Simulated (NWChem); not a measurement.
Molecule: C₂H₇FSi; SMILES C(F)[SiH2]C

```xyz
11

C     -1.0122     1.5636     0.1252
Si     0.6167     0.6527    -0.1412
C      0.4099    -1.1623     0.4295
F     -0.6695    -1.7249    -0.2625
H     -1.2410     1.6633     1.2055
H     -0.9945     2.5775    -0.3214
H     -1.8317     0.9860    -0.3483
H      0.9871     0.6502    -1.6003
H      1.7453     1.2737     0.6442
H      0.2066    -1.2190     1.5244
H      1.3248    -1.7675     0.2353
```
Atoms are numbered in this order, from 1.

Level: PBE-D3(BJ)/def2-SVP (NWChem), optimised geometry, unscaled harmonic frequencies. 

**Question.** List the harmonic frequencies with IR intensities, and the thermochemistry.

**Answer.** 
```json
[
 {"frequency (cm⁻¹)": "93", "IR intensity (km/mol)": "3.5"},
 {"frequency (cm⁻¹)": "142", "IR intensity (km/mol)": "1.1"},
 {"frequency (cm⁻¹)": "181", "IR intensity (km/mol)": "0.7"},
 {"frequency (cm⁻¹)": "271", "IR intensity (km/mol)": "5.5"},
 {"frequency (cm⁻¹)": "471", "IR intensity (km/mol)": "11.5"},
 {"frequency (cm⁻¹)": "575", "IR intensity (km/mol)": "4.8"},
 {"frequency (cm⁻¹)": "611", "IR intensity (km/mol)": "12.0"},
 {"frequency (cm⁻¹)": "670", "IR intensity (km/mol)": "3.5"},
 {"frequency (cm⁻¹)": "739", "IR intensity (km/mol)": "23.8"},
 {"frequency (cm⁻¹)": "824", "IR intensity (km/mol)": "23.0"},
 {"frequency (cm⁻¹)": "855", "IR intensity (km/mol)": "25.5"},
 {"frequency (cm⁻¹)": "877", "IR intensity (km/mol)": "183.7"},
 {"frequency (cm⁻¹)": "910", "IR intensity (km/mol)": "74.2"},
 {"frequency (cm⁻¹)": "1024", "IR intensity (km/mol)": "66.1"},
 {"frequency (cm⁻¹)": "1196", "IR intensity (km/mol)": "3.3"},
 {"frequency (cm⁻¹)": "1215", "IR intensity (km/mol)": "20.1"},
 {"frequency (cm⁻¹)": "1256", "IR intensity (km/mol)": "2.0"},
 {"frequency (cm⁻¹)": "1382", "IR intensity (km/mol)": "4.8"},
 {"frequency (cm⁻¹)": "1388", "IR intensity (km/mol)": "3.1"},
 {"frequency (cm⁻¹)": "1404", "IR intensity (km/mol)": "4.0"},
 {"frequency (cm⁻¹)": "2146", "IR intensity (km/mol)": "110.1"},
 {"frequency (cm⁻¹)": "2164", "IR intensity (km/mol)": "110.0"},
 {"frequency (cm⁻¹)": "2943", "IR intensity (km/mol)": "24.8"},
 {"frequency (cm⁻¹)": "2981", "IR intensity (km/mol)": "2.0"},
 {"frequency (cm⁻¹)": "3001", "IR intensity (km/mol)": "21.7"},
 {"frequency (cm⁻¹)": "3081", "IR intensity (km/mol)": "2.4"},
 {"frequency (cm⁻¹)": "3088", "IR intensity (km/mol)": "1.5"}
]
```

```yaml
zero_point_energy: 50.7 kcal/mol
thermal correction to the enthalpy at 298.15 K (with zero-point energy): 55.3 kcal/mol
heat capacity Cv: 21.9 cal/(mol K)
entropy at 298.15 K and 1 atm (symmetry number 1): 78.1 cal/(mol K)
dipole_moment: 1.24 D
```

Rigid rotor and harmonic oscillator; modes under 100 cm⁻¹ make the entropy uncertain.
